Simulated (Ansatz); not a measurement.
Bond stretch in PH, triplet.

Levels of theory: UKS-PBE = Ansatz (a first-principles code) with unrestricted PBE/cc-pVDZ; UKS-B3LYP = Ansatz with unrestricted B3LYP/cc-pVDZ; FCI = Ansatz with full CI/cc-pVDZ, frozen core.

Energies relative to the lowest point of each curve near equilibrium, in kcal/mol; the last columns give the error against full CI:

| R / Å | UKS-PBE | UKS-B3LYP | FCI | UKS-PBE − FCI | UKS-B3LYP − FCI |
|---|---|---|---|---|---|
| 1.08 | 58.4 | 56.3 | 56.9 | 1.5 | -0.6 |
| 1.14 | 36.9 | 35.2 | 35.5 | 1.4 | -0.3 |
| 1.21 | 19.7 | 18.4 | 18.5 | 1.2 | -0.1 |
| 1.27 | 10.1 | 9.2 | 9.2 | 0.9 | 0.0 |
| 1.34 | 3.4 | 2.9 | 2.9 | 0.5 | 0.0 |
| 1.37 | 1.7 | 1.4 | 1.4 | 0.4 | 0.0 |
| 1.43 | 0.0 | 0.0 | 0.0 | 0.0 | 0.0 |
| 1.48 | 0.0 | 0.2 | 0.2 | -0.2 | 0.0 |
| 1.52 | 0.7 | 1.0 | 1.1 | -0.4 | -0.1 |
| 1.54 | 1.2 | 1.6 | 1.7 | -0.5 | -0.1 |
| 1.63 | 4.8 | 5.6 | 5.7 | -0.9 | -0.1 |
| 1.75 | 11.7 | 13.0 | 12.9 | -1.2 | 0.1 |
| 1.91 | 22.7 | 24.5 | 23.7 | -1.0 | 0.9 |
| 2.11 | 36.8 | 39.1 | 36.4 | 0.4 | 2.7 |
| 2.37 | 52.5 | 54.6 | 49.1 | 3.5 | 5.5 |
| 2.58 | 61.2 | 62.5 | 55.6 | 5.5 | 6.9 |
| 2.86 | 67.5 | 68.5 | 60.5 | 7.0 | 8.0 |
| 3.10 | 70.0 | 71.2 | 62.4 | 7.6 | 8.8 |
| 3.50 | 71.8 | 73.3 | 63.7 | 8.1 | 9.5 |
| 3.85 | 72.4 | 74.0 | 64.1 | 8.3 | 9.9 |
| 4.30 | 72.7 | 74.4 | 64.3 | 8.4 | 10.1 |
| 4.96 | 72.8 | 74.6 | 64.4 | 8.5 | 10.2 |
| 5.60 | 72.9 | 74.6 | 64.4 | 8.5 | 10.2 |

UKS-PBE is furthest from FCI at 5.60 (8.5 kcal/mol, above); its mean absolute error over the points is 3.3 kcal/mol.

UKS-B3LYP is furthest from FCI at 5.60 (10.2 kcal/mol, above); its mean absolute error over the points is 3.7 kcal/mol.

The unrestricted determinant behind UKS-PBE, UKS-B3LYP is spin-contaminated at 2.37 to 5.60 Å (<S²> up to 3.0, against 2.00 for a pure triplet).
